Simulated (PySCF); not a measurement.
# Bond energies at r²SCAN/def2-SVP beside a composite method

PySCF, lowest determinants of a PBE0 search. The composite is CCSD(T) extrapolated to the basis-set limit from two correlation-consistent sets, with core-valence (CV) and scalar-relativistic (SR) terms as its label shows; it has no spin–orbit coupling and nothing beyond (T).

```
species  state (unpaired electrons)  De r²SCAN (eV)  De composite (eV)              composite  dissociates to
    KCa               doublet (σ ↑)            0.28               0.15        CCSD(T)/CBS(DT)          K + Ca
    PbI               doublet (π ↑)            3.01               2.88        CCSD(T)/CBS(DT)          Pb + I
    CdF               doublet (σ ↑)            2.56               2.54        CCSD(T)/CBS(DT)          Cd + F
    GaC         quartet (σ ↑, π ↑↑)            3.47               3.12        CCSD(T)/CBS(DT)          Ga + C
    CaO      singlet (closed shell)            4.75               4.09     CCSD(T)/CBS(DT)+CV          Ca + O
   BiCl              triplet (π ↑↑)            2.98               2.94        CCSD(T)/CBS(DT)         Bi + Cl
     OF               doublet (π ↑)            2.57               2.24  CCSD(T)/CBS(TQ)+CV+SR           O + F
   RbCa               doublet (σ ↑)            0.25               0.14        CCSD(T)/CBS(DT)         Rb + Ca
```

**Question.** Does r²SCAN bind more or less than the composite, by how much on average, and where is the difference largest?

**Answer.** r²SCAN/def2-SVP binds more on average, method and basis taken together: the mean signed difference is +0.22 eV and the mean absolute one 0.22 eV; it is largest for CaO (+0.66 eV).

The molecules are drawn from runs that passed checks on state, spin purity and fit, so the hardest cases are missing and the errors look smaller than over all diatomics.

Correlated steps freeze the inner cores (2 to 19 orbitals); shallow outer-core shells are correlated. Weak bonds: KCa, RbCa. Basis-set superposition, not corrected here, can be much of De in a small basis, most of all at correlated wavefunction levels. Functionals without a dispersion term scatter widely for such bonds, and LDA overbinds them. Spin–orbit coupling is left out, which matters for elements this heavy, above all for dissociation energies. Where the molecule has an RHF reference, its open-shell atoms are computed with UHF. The CCSD T1 diagnostic is raised in CaO, GaC, a sign that a single reference may not be enough there. States were picked by a PBE0 search and need not be the measured ground states.
